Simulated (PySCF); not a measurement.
Exercise with solution: refractive index and permittivity of the vapour

C₄H₆BF, SMILES C#CB(F)CC.

The structure is a stationary point at PBE-D3(BJ)/def2-SVP. This is a generated structure with no PubChem entry under its InChIKey; it may be hypothetical. The values are those of a single conformer.

PBE/def2-TZVP (PySCF) gives a mean static polarisability of 61.4 bohr³ and a dipole moment of 1.51 D. Take an ideal gas at 298.15 K and 0.1 bar, whether or not the substance is that volatile.

Task: Work out n − 1 in the optical limit and the static ε − 1.

Result: 
Polarisability volume α' = 61.4 × 0.148185 = 9.10 Å³. Number density N = p/kT = 2.43e-6 Å⁻³.
Dilute limit of Lorentz–Lorenz: n − 1 = 2π N α' = 0.00014.
Orientation term of Debye: μ²/(3kT) = 8.098 Å³ × μ²(D²) = 18.46 Å³.
ε − 1 = 4π N (α' + μ²/3kT) = 0.00084. Orientation of the dipole supplies 67 % of the static response; it can't follow optical fields. Vibrational polarisation and dispersion are left out.
